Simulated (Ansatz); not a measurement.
Reaction (cleavage of the Ge–Ge bond): `[F][GeH]([Cl])[GeH3]` + HI → `[F][GeH]([Cl])[I]` + GeH₄

Gas-phase electronic energies from Ansatz, PBE0-D4/def2-TZVP geometries. CCSD(T)/CBS is the MP2 limit (def2-TZVPP, def2-QZVPP) plus CCSD(T) − MP2 in def2-TZVPP, frozen cores. Elements past krypton have def2 core potentials. For Ge, I outer-core shells are correlated without core-valence functions, which leaves a few kJ/mol of doubt a bond. Scalar relativity is left out up to krypton.

```csv
species,CCSD(T)/CBS(def2) energy (Eh)
`[F][GeH]([Cl])[GeH3]`,-4714.27861
HI,-298.03592
`[F][GeH]([Cl])[I]`,-2933.83800
GeH₄,-2078.49493
```

(1) Work out ΔE.

Largest T1 diagnostic among the species: 0.012.

Results:

(1) ΔE = (-2933.83800) + (-2078.49493) − (-4714.27861) − (-298.03592) = -0.01840 Eh = -48.3 kJ/mol.

Leaving LDA and LC-ωPBE aside and taking each functional with its dispersion term where it has one, the values, not all of them listed here, spread over 8.5 kJ/mol, from B97M-V to BLYP-D4. From PBE to PBE0 (25 % exact exchange), in def2-TZVPP and without D4, ΔE moves by −3.4 kJ/mol.
